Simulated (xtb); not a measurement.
H3O3Zr (SMILES [OH][Zr+]([OH])[OH]), charge +1, singlet, from a rough starting geometry (GFN-xTB shapes and energies of metal compounds can be far from the true ones) (the multiplicity is a formal guess); GFN2-xTB (xtb).

The xtb input:
```
$ xtb mol.xyz --gfn 2 --chrg 1 --opt vtight --json

# file mol.xyz
7

Zr    -0.00116609    -0.06153450     0.07456279
O      1.74978551    -0.20116604    -0.58491601
H      2.57106169    -0.24102573    -1.00539893
O     -0.59090451    -0.82214428     1.62644437
H     -0.97192097    -1.26005642     2.35918451
O     -1.11947218     0.97544486    -0.93803437
H     -1.59881633     1.56200171    -1.58821170
```

Question: Write the output that xtb gives for this input, abridged.

Answer: 
```
   ID    Z sym.   atoms
    1   40 Zr     1
    2    8 O      2, 4, 6
    3    1 H      3, 5, 7

           -------------------------------------------------
          |                Calculation Setup                |
           -------------------------------------------------

           -------------------------------------------------
          |                 G F N 2 - x T B                 |
           -------------------------------------------------

          ...................................................
          :                      SETUP                      :
          :.................................................:
          :  # basis functions                  25          :
          :  # atomic orbitals                  24          :
          :  # shells                           12          :
          :  # electrons                        24          :
          :  max. iterations                   250          :
          :  Hamiltonian                  GFN2-xTB          :
          :  restarted?                      false          :
          :  GBSA solvation                  false          :
          :  PC potential                    false          :
          :  electronic temp.          300.0000000     K    :
          :  accuracy                    1.0000000          :
          :  -> integral cutoff          0.2500000E+02      :
          :  -> integral neglect         0.1000000E-07      :
          :  -> SCF convergence          0.1000000E-05 Eh   :
          :  -> wf. convergence          0.1000000E-03 e    :
          :  Broyden damping             0.4000000          :
          :  net charge                          1          :
          :  unpaired electrons                  0          :
          ...................................................

 iter      E             dE          RMSdq      gap      omega  full diag
   1    -14.8441330 -0.148441E+02  0.162E+01    1.64       0.0  T
   2    -15.0248220 -0.180689E+00  0.971E+00    4.32       1.0  T
   3    -15.0331256 -0.830354E-02  0.470E+00    2.89       1.0  T
   4    -15.0401988 -0.707326E-02  0.100E+00    3.16       1.0  T
   5    -15.0419807 -0.178189E-02  0.192E-01    3.55       1.0  T
   6    -15.0422184 -0.237681E-03  0.808E-02    3.48       1.0  T
   7    -15.0422242 -0.575919E-05  0.417E-02    3.46       1.0  T
   8    -15.0422258 -0.157830E-05  0.459E-03    3.46       8.2  T
   9    -15.0422257  0.520611E-08  0.153E-03    3.46      24.6  T
  10    -15.0422258 -0.810755E-08  0.610E-04    3.46      62.0  T
  11    -15.0422258  0.596305E-10  0.479E-04    3.46      79.0  T

   *** convergence criteria satisfied after 11 iterations ***

         :::::::::::::::::::::::::::::::::::::::::::::::::::::
         ::                     SUMMARY                     ::
         :::::::::::::::::::::::::::::::::::::::::::::::::::::
         :: total energy             -14.940659919905 Eh    ::
         :: gradient norm              0.090156734846 Eh/a0 ::
         :: HOMO-LUMO gap              3.460758481630 eV    ::
         ::.................................................::
         :: SCC energy               -15.042223423854 Eh    ::
         :: -> isotropic ES            0.183607951188 Eh    ::
         :: -> anisotropic ES          0.001310364950 Eh    ::
         :: -> anisotropic XC         -0.004317585425 Eh    ::
         :: -> dispersion             -0.002799519730 Eh    ::
         :: repulsion energy           0.101563503949 Eh    ::
         :: add. restraining           0.000000000000 Eh    ::
         :: total charge               1.000000000000 e     ::
         :::::::::::::::::::::::::::::::::::::::::::::::::::::

      -----------------------------------------------------------
     |                   =====================                   |
     |                        A N C O P T                        |
     |                   =====================                   |
[...]
 * total energy  :   -14.9450026 Eh     change       -0.2822766E-04 Eh
 * total energy  :   -14.9450420 Eh     change       -0.3941811E-04 Eh
 * total energy  :   -14.9450585 Eh     change       -0.1650800E-04 Eh
 * total energy  :   -14.9450566 Eh     change        0.1883255E-05 Eh
 * total energy  :   -14.9450644 Eh     change       -0.7799065E-05 Eh
 * total energy  :   -14.9450695 Eh     change       -0.5035188E-05 Eh
 * total energy  :   -14.9450724 Eh     change       -0.2933723E-05 Eh
 * total energy  :   -14.9450768 Eh     change       -0.4349881E-05 Eh
 * total energy  :   -14.9450774 Eh     change       -0.6456042E-06 Eh
 * total energy  :   -14.9450777 Eh     change       -0.3180121E-06 Eh
 * total energy  :   -14.9450779 Eh     change       -0.1437285E-06 Eh
 * total energy  :   -14.9450779 Eh     change       -0.4193488E-07 Eh
   *** GEOMETRY OPTIMIZATION CONVERGED AFTER 19 ITERATIONS ***
         :: total energy             -14.945077916287 Eh    ::
[...]
         4        2.0000           -0.7707740             -20.9738
         5        2.0000           -0.7226687             -19.6648
         6        2.0000           -0.7226565             -19.6645
         7        2.0000           -0.6719334             -18.2842
         8        2.0000           -0.6498546             -17.6834
         9        2.0000           -0.6498502             -17.6833
        10        2.0000           -0.6362886             -17.3143
        11        2.0000           -0.6362827             -17.3141
        12        2.0000           -0.6281754             -17.0935 (HOMO)
        13                         -0.4984568             -13.5637 (LUMO)
        14                         -0.4527671             -12.3204
        15                         -0.4527524             -12.3200
        16                         -0.3908469             -10.6355
        17                         -0.3907690             -10.6334
        18                         -0.2161388              -5.8814
        19                         -0.1997927              -5.4366
        20                         -0.0947872              -2.5793
        21                         -0.0947574              -2.5785
        22                          0.1917518               5.2178
        23                          0.3616914               9.8421
        24                          0.3620756               9.8526
      -------------------------------------------------------------
                  HL-Gap            0.1297187 Eh            3.5298 eV
             Fermi-level           -0.5633161 Eh          -15.3286 eV

     #   Z          covCN         q      C6AA      α(0)
     1  40 Zr       2.128     1.408   412.324    46.506
     2   8 O        1.507    -0.532    23.721     6.568
     3   1 H        0.812     0.396     0.491     1.100
     4   8 O        1.507    -0.532    23.721     6.568
     5   1 H        0.812     0.396     0.491     1.100
     6   8 O        1.507    -0.532    23.722     6.568
     7   1 H        0.812     0.396     0.491     1.100

 Mol. C6AA /au·bohr⁶  :       1305.180145
 Mol. C8AA /au·bohr⁸  :     108165.811921
 Mol. α(0) /au        :         69.510985

Wiberg/Mayer (AO) data.
largest (>0.10) Wiberg bond orders for each atom

 ---------------------------------------------------------------------------
     #   Z sym  total        # sym  WBO       # sym  WBO       # sym  WBO
 ---------------------------------------------------------------------------
     1  40 Zr   3.980 --     2 O    1.284     6 O    1.284     4 O    1.284
     2   8 O    2.205 --     1 Zr   1.284     3 H    0.791
     3   1 H    0.843 --     2 O    0.791
     4   8 O    2.205 --     1 Zr   1.284     5 H    0.791
     5   1 H    0.843 --     4 O    0.791
     6   8 O    2.205 --     1 Zr   1.284     7 H    0.791
     7   1 H    0.843 --     6 O    0.791
 ---------------------------------------------------------------------------

Topologies differ in total number of bonds
Writing topology from bond orders to xtbtopo.mol

molecular dipole:
                 x           y           z       tot (Debye)
 q only:        0.010      -0.013      -0.016
   full:        0.010      -0.013      -0.016       0.058
molecular quadrupole (traceless):
                xx          xy          yy          xz          yz          zz
 q only:        2.661      -2.491      -3.807      -1.418      -4.177       1.146
  q+dip:        3.421      -3.202      -4.894      -1.823      -5.369       1.473
   full:        1.888      -1.771      -2.707      -1.008      -2.970       0.819

optimized geometry written to: xtbopt.xyz

           -------------------------------------------------
          | TOTAL ENERGY              -14.945077916287 Eh   |
          | GRADIENT NORM               0.000036193053 Eh/α |
          | HOMO-LUMO GAP               3.529824347366 eV   |
           -------------------------------------------------

normal termination of xtb
```
